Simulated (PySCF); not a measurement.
Can point charges reproduce the dipole moment of `C#CC[SiH2]O/C=C/F`?

Coordinates (GFN2-xTB, Å) and charges (e) from the PBE0/pcSseg-1 density (PySCF):

```json
{"atom": "C1", "x": "-3.862", "y": "0.624", "z": "-0.334", "Mulliken": "-0.3791", "IAO": "-0.2652", "Hirshfeld": "-0.1317", "ESP-fitted": "-0.5794"}
{"atom": "C2", "x": "-2.854", "y": "-0.020", "z": "-0.340", "Mulliken": "+0.1266", "IAO": "-0.0267", "Hirshfeld": "-0.0462", "ESP-fitted": "+0.1777"}
{"atom": "C3", "x": "-1.635", "y": "-0.787", "z": "-0.341", "Mulliken": "-0.4406", "IAO": "-0.5653", "Hirshfeld": "-0.1402", "ESP-fitted": "-0.4734"}
{"atom": "Si4", "x": "-0.111", "y": "0.327", "z": "-0.121", "Mulliken": "+0.8478", "IAO": "+1.0238", "Hirshfeld": "+0.4205", "ESP-fitted": "+0.7500"}
{"atom": "O5", "x": "1.078", "y": "-0.801", "z": "-0.072", "Mulliken": "-0.5925", "IAO": "-0.5783", "Hirshfeld": "-0.1911", "ESP-fitted": "-0.3728"}
{"atom": "C6", "x": "2.404", "y": "-0.687", "z": "0.039", "Mulliken": "+0.1393", "IAO": "+0.0154", "Hirshfeld": "+0.0063", "ESP-fitted": "-0.0710"}
{"atom": "C7", "x": "3.071", "y": "0.455", "z": "0.086", "Mulliken": "+0.1258", "IAO": "+0.0565", "Hirshfeld": "+0.0001", "ESP-fitted": "-0.0630"}
{"atom": "F8", "x": "4.412", "y": "0.460", "z": "0.197", "Mulliken": "-0.2849", "IAO": "-0.2710", "Hirshfeld": "-0.0944", "ESP-fitted": "-0.1524"}
{"atom": "H9", "x": "-4.753", "y": "1.178", "z": "-0.332", "Mulliken": "+0.0387", "IAO": "+0.2002", "Hirshfeld": "+0.0889", "ESP-fitted": "+0.3439"}
{"atom": "H10", "x": "-1.567", "y": "-1.338", "z": "-1.283", "Mulliken": "+0.1818", "IAO": "+0.1844", "Hirshfeld": "+0.0632", "ESP-fitted": "+0.1772"}
{"atom": "H11", "x": "-1.683", "y": "-1.526", "z": "0.463", "Mulliken": "+0.1819", "IAO": "+0.1851", "Hirshfeld": "+0.0632", "ESP-fitted": "+0.1794"}
{"atom": "H12", "x": "0.074", "y": "1.234", "z": "-1.256", "Mulliken": "-0.0903", "IAO": "-0.1411", "Hirshfeld": "-0.0752", "ESP-fitted": "-0.1381"}
{"atom": "H13", "x": "-0.144", "y": "1.084", "z": "1.130", "Mulliken": "-0.0864", "IAO": "-0.1387", "Hirshfeld": "-0.0747", "ESP-fitted": "-0.1356"}
{"atom": "H14", "x": "2.921", "y": "-1.637", "z": "0.090", "Mulliken": "+0.1216", "IAO": "+0.1702", "Hirshfeld": "+0.0578", "ESP-fitted": "+0.1893"}
{"atom": "H15", "x": "2.644", "y": "1.443", "z": "0.041", "Mulliken": "+0.1103", "IAO": "+0.1506", "Hirshfeld": "+0.0536", "ESP-fitted": "+0.1682"}
```

Q: Form Σ q r in debye for every column and set it beside the full dipole.

A: The full density gives (-1.08, 0.05, -0.12) D, 1.09 D in size; dipole vectors point from the negative to the positive end.

```
    scheme     μx     μy     μz  size (D)  share of the full size (%)  angle to the full dipole (°)
  Mulliken   2.08  -0.15   0.01      2.09                         192                           174
       IAO  -1.65   1.39  -0.08      2.16                         199                            38
 Hirshfeld  -0.46   0.02  -0.06      0.46                          43                             1
ESP-fitted  -1.07   0.05  -0.11      1.08                          99                             0
```

Q: Which set comes closest?

A: Length of the difference vector: ESP-fitted 0.01 D, Hirshfeld 0.62 D, IAO 1.46 D, Mulliken 3.17 D. Closest: ESP-fitted. The schemes that divide the density aren't constrained to reproduce the dipole.

Q: What is left for the Hirshfeld atoms' own dipoles?

A: The shares of the density sum to the whole, so what Σ q r misses lies in dipoles about the nuclei. The atomic dipoles sum to (-1.08, 0.05, -0.12) − (-0.46, 0.02, -0.06) = (-0.62, 0.03, -0.06) D, 0.62 D in size.

Q: With the origin at the mean of the coordinates, (0.000, 0.001, -0.136) Å, which are the largest single terms, by size, of the IAO dipole along the direction of the full one?

A: F8 +5.72, C1 -4.95, H9 +4.61, C3 -4.37, O5 +3.09 D; all 15 atoms together +1.71 D. The single terms depend on the origin, their sum doesn't.

Q: Give the size of the full dipole in other units.

A: 1.09 D = 0.427 au = 0.226 e·Å = 3.62 × 10⁻³⁰ C·m.

The structure is a single GFN2-xTB conformer in the gas phase; no vibrational or solvent corrections.

Conformer computed: `[CH:1]#[C:2][CH2:3][SiH2:4][O:5]/[CH:6]=[CH:7]/[F:8]`: C2–C3–Si4–O5 177°, C3–Si4–O5–C6 178°, Si4–O5–C6–C7 -3°.
